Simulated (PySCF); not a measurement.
C11H10OS, SMILES COc1cccc(-c2cccs2)c1, GFN2-xTB optimised geometry.

```
23

C      0.93    -4.18     0.05
O      0.11    -3.04     0.04
C      0.70    -1.81     0.02
C      2.07    -1.59     0.00
C      2.54    -0.29    -0.02
C      1.68     0.79    -0.02
C      0.30     0.58     0.00
C     -0.62     1.70     0.00
C     -1.99     1.70     0.00
C     -2.55     2.99     0.00
C     -1.61     3.97     0.00
S     -0.02     3.34     0.00
C     -0.18    -0.73     0.02
H      1.58    -4.21     0.94
H      1.55    -4.24    -0.85
H      0.26    -5.03     0.07
H      2.77    -2.41     0.00
H      3.61    -0.11    -0.04
H      2.07     1.79    -0.04
H     -2.58     0.81     0.00
H     -3.61     3.18     0.00
H     -1.75     5.03     0.00
H     -1.23    -0.94     0.04
```

Density from PBE/def2-SVP (PySCF) at that geometry.

Minimum of the electron density along straight lines between bonded atoms, close to the bond critical point (lines longer than 1.1 times the sum of covalent radii, or with two minima, are not listed):

| bond | length / Å | ρ at the minimum / e bohr⁻³ | ∇²ρ there / e bohr⁻⁵ | position (fraction from the first atom) |
|---|---|---|---|---|
| C1–O2 | 1.406 | 0.257 | -0.39 | 0.35 |
| O2–C3 | 1.363 | 0.283 | -0.34 | 0.66 |
| C3–C4 | 1.391 | 0.307 | -0.75 | 0.51 |
| C4–C5 | 1.386 | 0.306 | -0.75 | 0.50 |
| C5–C6 | 1.378 | 0.312 | -0.77 | 0.50 |
| C6–C7 | 1.398 | 0.302 | -0.73 | 0.49 |
| C7–C8 | 1.450 | 0.274 | -0.64 | 0.49 |
| C8–C9 | 1.369 | 0.315 | -0.76 | 0.51 |
| C9–C10 | 1.408 | 0.295 | -0.70 | 0.50 |
| C10–C11 | 1.358 | 0.320 | -0.79 | 0.49 |
| C8–S12 | 1.742 | 0.206 | -0.40 | 0.46 |
| C11–S12 | 1.716 | 0.215 | ___ | 0.47 |
| C3–C13 | 1.392 | 0.308 | -0.77 | 0.51 |
| C7–C13 | 1.391 | 0.303 | -0.73 | 0.50 |
| C1–H14 | 1.095 | 0.277 | -1.03 | 0.64 |
| C1–H15 | 1.095 | 0.277 | -1.03 | 0.64 |
| C1–H16 | 1.089 | 0.282 | -1.08 | 0.64 |
| C4–H17 | 1.078 | 0.280 | -1.03 | 0.63 |
| C5–H18 | 1.080 | 0.281 | -1.05 | 0.63 |
| C6–H19 | 1.080 | 0.280 | -1.04 | 0.63 |
| C9–H20 | 1.075 | 0.282 | -1.06 | 0.63 |
| C10–H21 | 1.076 | 0.281 | -1.06 | 0.63 |
| C11–H22 | 1.072 | 0.283 | -1.09 | 0.64 |
| C13–H23 | 1.077 | 0.282 | -1.05 | 0.63 |

Question: Some entries are withheld; supply them.

Answer: 
- C11–S12, ∇²ρ there / e bohr⁻⁵: -0.45
